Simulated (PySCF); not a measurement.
A geometry optimisation, step by step.

Species: C₃H₈AlFS.
Atom-mapped SMILES: `[F:1][C@@H:2]1[CH2:3][CH2:4][S@+:5]1[AlH3-:6]` (hydrogens: H7 on C2; H8, H9 on C3; H10, H11 on C4; H12, H13, H14 on Al6)

Computed by this run: PySCF 2.14.0, PBE0-D3(BJ)/def2-SVP geometry optimisation, gas phase; density fitting, grid level 1; the optimiser is geomeTRIC in internal coordinates, started from a GFN2-xTB structure. 10 of its 15 geometries are shown. The frame can shift and turn from step to step; on so coarse a grid that alone can change the energy by a few meV, and forces under 0.02 eV/Å are noise.

Step 0: E = -23366.2594 eV, largest atomic force 0.641 eV/Å
```
atom  x, y, z in Å  |  force x, y, z in eV/Å
F1      0.127    1.541    1.058   -0.463   0.236   0.004
C2     -0.749    1.141    0.089   -0.104   0.303   0.556
C3     -1.388   -0.213    0.379    0.227   0.125  -0.246
C4     -0.635   -0.995   -0.700   -0.228  -0.196   0.077
S5      0.147    0.516   -1.370    0.207  -0.028  -0.040
Al6     2.095    0.046    0.162    0.216   0.067  -0.396
H7     -1.409    1.988   -0.118   -0.186   0.153  -0.092
H8     -2.467   -0.201    0.228   -0.353   0.010  -0.034
H9     -1.168   -0.548    1.392    0.029  -0.040   0.289
H10    -1.254   -1.487   -1.445   -0.218  -0.241  -0.240
H11     0.122   -1.685   -0.314    0.064  -0.204  -0.055
H12     2.612    1.518    0.119    0.497   0.356   0.100
H13     1.449   -0.616    1.431   -0.083  -0.208   0.320
H14     2.517   -1.004   -0.934    0.395  -0.333  -0.242
```

Step 2: E = -23366.5787 eV, largest atomic force 0.455 eV/Å
```
atom  x, y, z in Å  |  force x, y, z in eV/Å
F1     -0.121    1.639    1.159   -0.089  -0.080  -0.116
C2     -0.865    1.168    0.128    0.037   0.160   0.204
C3     -1.499   -0.199    0.381    0.016   0.007  -0.144
C4     -0.690   -1.004   -0.647   -0.107   0.014  -0.054
S5      0.168    0.511   -1.269    0.102  -0.128   0.425
Al6     2.306    0.023    0.067    0.045   0.024  -0.264
H7     -1.539    1.981   -0.182    0.004  -0.047  -0.142
H8     -2.573   -0.191    0.149   -0.025  -0.015   0.081
H9     -1.360   -0.515    1.424    0.041  -0.002   0.000
H10    -1.288   -1.484   -1.433    0.040   0.015  -0.033
H11     0.032   -1.724   -0.238   -0.030  -0.009   0.021
H12     2.947    1.482    0.120    0.034  -0.008   0.015
H13     1.710   -0.667    1.382   -0.102   0.035   0.003
H14     2.772   -1.023   -1.062    0.035   0.033   0.004
```

Step 3: E = -23366.6139 eV, largest atomic force 0.313 eV/Å
```
atom  x, y, z in Å  |  force x, y, z in eV/Å
F1     -0.188    1.650    1.197   -0.072  -0.014  -0.063
C2     -0.888    1.170    0.147    0.067   0.082   0.057
C3     -1.530   -0.196    0.385   -0.111   0.003  -0.067
C4     -0.707   -1.004   -0.625    0.013   0.005  -0.092
S5      0.190    0.504   -1.212    0.092  -0.147   0.260
Al6     2.363    0.019    0.030   -0.020   0.007  -0.112
H7     -1.551    1.969   -0.220    0.028  -0.009  -0.027
H8     -2.602   -0.186    0.140    0.000  -0.017   0.071
H9     -1.411   -0.512    1.430    0.065   0.002  -0.026
H10    -1.282   -1.469   -1.437    0.022   0.031  -0.002
H11    -0.009   -1.739   -0.199   -0.012   0.017   0.018
H12     3.039    1.466    0.105   -0.029  -0.031  -0.004
H13     1.739   -0.657    1.345   -0.026   0.029  -0.037
H14     2.838   -1.016   -1.108   -0.018   0.043   0.025
```

Step 5: E = -23366.6296 eV, largest atomic force 0.077 eV/Å
```
atom  x, y, z in Å  |  force x, y, z in eV/Å
F1     -0.245    1.676    1.218    0.005   0.021   0.030
C2     -0.896    1.175    0.152    0.012  -0.021  -0.048
C3     -1.546   -0.189    0.386   -0.075   0.010  -0.015
C4     -0.715   -1.004   -0.614    0.035   0.009  -0.012
S5      0.225    0.485   -1.158    0.035  -0.012   0.005
Al6     2.389    0.006    0.010   -0.040   0.009   0.024
H7     -1.540    1.964   -0.265    0.000  -0.002  -0.005
H8     -2.622   -0.184    0.158   -0.003  -0.013   0.031
H9     -1.412   -0.503    1.430    0.052   0.008  -0.005
H10    -1.271   -1.450   -1.448   -0.008   0.018  -0.003
H11    -0.043   -1.751   -0.169   -0.016  -0.015  -0.002
H12     3.067    1.449    0.102   -0.013   0.006  -0.004
H13     1.745   -0.667    1.316    0.025  -0.011   0.007
H14     2.863   -1.008   -1.140   -0.009  -0.006  -0.002
```

Step 6: E = -23366.6341 eV, largest atomic force 0.110 eV/Å
```
atom  x, y, z in Å  |  force x, y, z in eV/Å
F1     -0.253    1.698    1.202    0.005   0.021   0.017
C2     -0.890    1.179    0.136   -0.029  -0.039   0.004
C3     -1.540   -0.184    0.386    0.011   0.016  -0.013
C4     -0.722   -1.004   -0.624   -0.008  -0.003   0.075
S5      0.244    0.470   -1.149    0.012   0.056  -0.094
Al6     2.380   -0.002    0.025    0.006  -0.004   0.059
H7     -1.530    1.961   -0.300   -0.008  -0.011  -0.019
H8     -2.622   -0.186    0.195   -0.011  -0.013   0.014
H9     -1.364   -0.493    1.425    0.019   0.013   0.005
H10    -1.284   -1.432   -1.463   -0.011   0.018  -0.015
H11    -0.066   -1.764   -0.180   -0.018  -0.038  -0.029
H12     3.036    1.450    0.117    0.009   0.016  -0.005
H13     1.752   -0.683    1.335    0.009  -0.013   0.012
H14     2.857   -1.010   -1.128    0.012  -0.017  -0.010
```

Step 8: E = -23366.6442 eV, largest atomic force 0.243 eV/Å
```
atom  x, y, z in Å  |  force x, y, z in eV/Å
F1     -0.287    1.815    1.086   -0.029  -0.009  -0.048
C2     -0.880    1.189    0.051   -0.060  -0.013   0.197
C3     -1.487   -0.172    0.401    0.147   0.019  -0.077
C4     -0.761   -0.998   -0.676   -0.063  -0.029   0.192
S5      0.300    0.421   -1.150   -0.038   0.102  -0.217
Al6     2.349   -0.030    0.123    0.116  -0.057   0.061
H7     -1.536    1.913   -0.457   -0.016  -0.044  -0.061
H8     -2.584   -0.211    0.379   -0.022  -0.005  -0.005
H9     -1.135   -0.445    1.405   -0.031  -0.003   0.021
H10    -1.378   -1.328   -1.522   -0.014   0.045  -0.026
H11    -0.168   -1.840   -0.294   -0.007  -0.035  -0.046
H12     2.946    1.448    0.198    0.035   0.003   0.003
H13     1.739   -0.719    1.438   -0.049   0.021   0.000
H14     2.880   -1.044   -1.003    0.031   0.003   0.005
```

Step 9: E = -23366.6522 eV, largest atomic force 0.226 eV/Å
```
atom  x, y, z in Å  |  force x, y, z in eV/Å
F1     -0.307    1.862    1.036   -0.036  -0.016  -0.064
C2     -0.883    1.189    0.020   -0.037   0.011   0.223
C3     -1.458   -0.172    0.408    0.118   0.007  -0.071
C4     -0.776   -0.994   -0.698   -0.050  -0.030   0.158
S5      0.315    0.409   -1.159   -0.034   0.084  -0.189
Al6     2.341   -0.038    0.165    0.107  -0.059   0.033
H7     -1.553    1.880   -0.514   -0.009  -0.045  -0.057
H8     -2.555   -0.228    0.451   -0.018   0.001  -0.009
H9     -1.043   -0.433    1.392   -0.030  -0.011   0.018
H10    -1.419   -1.276   -1.542   -0.009   0.042  -0.021
H11    -0.206   -1.867   -0.354    0.000  -0.016  -0.032
H12     2.931    1.444    0.230    0.029  -0.005   0.005
H13     1.712   -0.713    1.480   -0.056   0.027  -0.007
H14     2.899   -1.065   -0.938    0.022   0.011   0.012
```

Step 11: E = -23366.6712 eV, largest atomic force 0.056 eV/Å
```
atom  x, y, z in Å  |  force x, y, z in eV/Å
F1     -0.349    1.931    0.974   -0.018  -0.005  -0.026
C2     -0.898    1.188   -0.001    0.037   0.009   0.038
C3     -1.402   -0.183    0.428   -0.043  -0.008   0.036
C4     -0.784   -0.976   -0.727    0.020   0.004  -0.048
S5      0.318    0.428   -1.192    0.004   0.009   0.021
Al6     2.332   -0.053    0.211   -0.012  -0.002  -0.031
H7     -1.609    1.813   -0.565   -0.001  -0.008  -0.005
H8     -2.493   -0.271    0.547    0.009   0.008   0.002
H9     -0.914   -0.436    1.380    0.012  -0.007  -0.018
H10    -1.470   -1.188   -1.558    0.004  -0.008   0.007
H11    -0.228   -1.885   -0.461    0.010   0.013   0.016
H12     2.971    1.410    0.279    0.000  -0.013   0.009
H13     1.599   -0.665    1.502   -0.012   0.005  -0.010
H14     2.925   -1.114   -0.838   -0.012   0.003   0.009
```

Step 12: E = -23366.6726 eV, largest atomic force 0.047 eV/Å
```
atom  x, y, z in Å  |  force x, y, z in eV/Å
F1     -0.359    1.947    0.973    0.011   0.014   0.024
C2     -0.902    1.194    0.004   -0.001  -0.038  -0.027
C3     -1.389   -0.185    0.434   -0.022   0.019  -0.003
C4     -0.771   -0.966   -0.730    0.003   0.004  -0.014
S5      0.314    0.448   -1.197    0.013   0.018   0.010
Al6     2.320   -0.063    0.204   -0.024   0.018  -0.008
H7     -1.624    1.806   -0.559   -0.005  -0.003   0.002
H8     -2.477   -0.283    0.562    0.001   0.002   0.003
H9     -0.889   -0.438    1.379    0.013  -0.005  -0.006
H10    -1.461   -1.184   -1.556   -0.002  -0.008   0.001
H11    -0.203   -1.869   -0.469    0.005   0.002   0.010
H12     2.989    1.384    0.297    0.005  -0.003   0.008
H13     1.549   -0.665    1.478    0.013  -0.009   0.002
H14     2.904   -1.128   -0.842   -0.010  -0.012  -0.003
```

Step 14: E = -23366.6729 eV, largest atomic force 0.021 eV/Å
```
atom  x, y, z in Å  |  force x, y, z in eV/Å
F1     -0.364    1.946    0.987    0.005   0.004   0.009
C2     -0.906    1.198    0.012   -0.013  -0.010  -0.012
C3     -1.390   -0.183    0.433    0.007   0.006  -0.011
C4     -0.761   -0.958   -0.731   -0.006  -0.008   0.010
S5      0.311    0.467   -1.195    0.005   0.012   0.000
Al6     2.312   -0.068    0.195    0.001   0.007   0.005
H7     -1.631    1.813   -0.545    0.000   0.001   0.003
H8     -2.478   -0.286    0.556   -0.001  -0.003   0.003
H9     -0.890   -0.440    1.378   -0.001   0.000   0.002
H10    -1.447   -1.190   -1.557    0.001   0.004  -0.005
H11    -0.181   -1.852   -0.463   -0.001  -0.002  -0.005
H12     3.005    1.365    0.307    0.004   0.000   0.001
H13     1.544   -0.679    1.466    0.003  -0.004   0.003
H14     2.872   -1.133   -0.866   -0.004  -0.005  -0.005
```

**Question.** Summarise the path.

**Answer.** The energy falls by 39.90 kJ/mol from step 0 to step 14; nine tenths of that is first reached at step 6. It falls at every step. The largest force goes from 0.641 to 0.021 eV/Å. Among the bonds C2–S5 changes most, from 1.823 to 1.863 Å; the atoms move by 0.345 Å rms after alignment.

**Question.** Follow the three bonds and two angles with the largest change from start to end.

**Answer.** 
| step | E above end (kJ/mol) | largest force (eV/Å) | C2–S5 (Å) | Al6–H12 (Å) | Al6–H13 (Å) | C2–S5–Al6 (°) | C4–S5–Al6 (°) |
| --- | --- | --- | --- | --- | --- | --- | --- |
| 0 | 39.90 | 0.641 | 1.823 | 1.560 | 1.571 | 87.6 | 87.4 |
| 1 | 17.58 | 0.395 | 1.848 | 1.580 | 1.586 | 92.8 | 90.6 |
| 2 | 9.09 | 0.455 | 1.857 | 1.595 | 1.600 | 98.0 | 93.2 |
| 3 | 5.69 | 0.313 | 1.858 | 1.599 | 1.606 | 101.9 | 96.0 |
| 4 | 4.52 | 0.117 | 1.859 | 1.598 | 1.606 | 104.7 | 97.9 |
| 5 | 4.18 | 0.077 | 1.857 | 1.596 | 1.605 | 105.3 | 98.5 |
| 6 | 3.75 | 0.110 | 1.855 | 1.595 | 1.605 | 105.7 | 99.5 |
| 7 | 3.42 | 0.155 | 1.853 | 1.595 | 1.605 | 105.8 | 100.2 |
| 8 | 2.77 | 0.243 | 1.851 | 1.596 | 1.605 | 105.8 | 101.9 |
| 9 | 2.00 | 0.226 | 1.853 | 1.597 | 1.605 | 105.4 | 102.4 |
| 10 | 0.44 | 0.128 | 1.862 | 1.598 | 1.606 | 104.3 | 101.8 |
| 11 | 0.17 | 0.056 | 1.864 | 1.598 | 1.606 | 104.2 | 101.1 |
| 12 | 0.03 | 0.047 | 1.865 | 1.597 | 1.606 | 104.1 | 100.0 |
| 13 | 0.02 | 0.044 | 1.864 | 1.596 | 1.606 | 104.2 | 99.5 |
| 14 | 0.00 | 0.021 | 1.863 | 1.596 | 1.606 | 104.3 | 99.2 |

What follows is the cost of the whole optimisation. Time: 75 s; peak memory 0.57 GiB. Hardware: Arm Neoverse V1, one thread, on a shared host.
